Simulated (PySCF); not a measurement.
Building multiplets from coupling constants

Mapped SMILES: `[CH3:1]/[CH:2]=[C:3](/[CH3:4])[CH2:5][O:6][CH3:7]`; H(Xn) means a hydrogen on atom n.

Calculated, not measured (PySCF 2.14): PBE0-D3(BJ)/def2-SVP structure, shieldings: GIAO CAM-B3LYP/pcSseg-1, couplings computed with B3LYP/pcJ-1 (without the spin–dipole term). No relativistic terms, rapidly exchanging positions averaged, no solvent model, single conformer.

δ = σ(ref) − σ, references computed at the same level: 13C, 1H against TMS.

Spectrometer: 800 MHz for 1H. First-order analysis; couplings under 1 Hz (under 4 Hz in carbon signals) are ignored, and nearly equal couplings are merged; the smaller ones broaden or split the lines further.

Question: What pattern does C1 show in the proton-coupled 13C spectrum?

Answer: A quartet of doublets at δ 15.0: 132.3 Hz to H(C1) (3 × 1H, 1 bond away), 5.5 Hz to H(C2) (1 × 1H, 2 bonds away). Lines in Hz from the centre (relative intensity): +201.2 (1), +195.7 (1), +68.9 (3), +63.4 (3), -63.4 (3), -68.9 (3), -195.7 (1), -201.2 (1). The outer lines are 402.4 Hz apart, the sum of the couplings kept, or 2.000 ppm at this field.

Question: What pattern does C3 show in the proton-coupled 13C spectrum?

Answer: A septet at δ 144.3: 6.2 Hz to H(C1) and H(C4) (6 × 1H, 2 or 3 bonds away). Lines in Hz from the centre (relative intensity): +18.6 (1), +12.4 (6), +6.2 (15), +0.0 (20), -6.2 (15), -12.4 (6), -18.6 (1). The outer lines are 37.2 Hz apart, the sum of the couplings kept, or 0.185 ppm at this field.

Question: What pattern does H(C5) show (1H)?

Answer: A doublet at δ 3.92: 1.5 Hz to H(C2) (1 × 1H, 4 bonds away). Lines in Hz from the centre (relative intensity): +0.8 (1), -0.8 (1). The outer lines are 1.5 Hz apart, the sum of the couplings kept, or 0.002 ppm at this field.

Unscaled 3J(H,H) at this level run about 10 % above measured values.
